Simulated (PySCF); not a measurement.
Consider phosphorus tribromide, `BrP(Br)Br` (Br3P). Optimised structure (Å), atoms numbered from 1:
```
Br    2.0129   -0.0058   -0.1808
P    -0.0251    0.0020    0.7409
Br   -0.9772    1.7347   -0.3026
Br   -0.9909   -1.7224   -0.3042
```

Computed at ωB97X-D3(BJ)/ma-def2-TZVP // PBE0-D3(BJ)/ma-def2-SVP with PySCF (density fitting, grid level 2). The prefix ma- adds one diffuse s and one diffuse p function on all atoms but H. ωB97X-D3(BJ) is ωB97X-V with D3(BJ) in place of VV10. Zero-point and thermal terms (298.15 K, 1 bar) come from unscaled PBE0-D3(BJ)/ma-def2-SVP harmonic frequencies, with soft modes damped to free rotors in the entropy.

Problem. What are the vertical and the adiabatic ionisation energy for forming the radical cation?

Solution. 10.03 eV vertical and 9.39 eV adiabatic, the latter with zero-point energy.

Problem. Where does the unpaired spin of the relaxed radical cation sit?

Solution. P2 (phosphorus) 0.52, Br4 (bromine) 0.16, Br3 (bromine) 0.16, Br1 (bromine) 0.16 (intrinsic atomic orbital populations).

Problem. What oxidation potential follows in DMF (IEF-PCM), given that Fc+/Fc comes at 4.54 V absolute with this functional and basis?

Solution. In the gas phase ΔG of oxidation is 9.378 eV, and solvation is -6.6 kJ/mol for the parent and -224.5 kJ/mol for the product, so the absolute potential is 7.12 V, or 2.58 V against Fc+/Fc. Fc+/Fc in DMF, 4.54 V, is ωB97X-D3(BJ)/ma-def2-TZVP on PBE0-D3(BJ)/def2-SVP structures with GFN2-xTB thermal terms. Benchmark calculations put it near 5.0 V in acetonitrile and DMSO, so it is about 0.5 V low, and the value against it can read up to that much too high. The solvent is electrostatics only, on gas-phase structures; the absolute scale refers to an electron at rest in vacuum.

Problem. How far is −ε(HOMO) from the vertical value by ΔSCF?

Solution. −ε(HOMO) = 10.14 eV, which is 0.11 eV above the ΔSCF value.

Known limits: spin-orbit coupling is left out of the energies, which matters for open shells on the heavier atoms; atoms from Ga to Kr are treated without relativity.
